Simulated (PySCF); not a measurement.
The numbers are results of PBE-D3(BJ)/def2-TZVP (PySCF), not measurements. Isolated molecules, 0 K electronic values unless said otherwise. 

Reference species (SMILES): `B` (neutral, multiplicity 1).

| Item | Value |
|---|---|
| HOMO–LUMO gap | 5.40 eV |
| LUMO | -3.06 eV |
| HOMO | -8.46 eV |

Changed species: `IB(I)I` (3 of 3 H replaced by I; the reference has 0 of 3 H replaced by I).

What does the change do to the HOMO–LUMO gap, LUMO and HOMO?

the HOMO–LUMO gap drops by 2.39 eV, to 3.01 eV; the LUMO drops by 0.20 eV, to -3.26 eV; the HOMO goes up by 2.19 eV, to -6.27 eV.
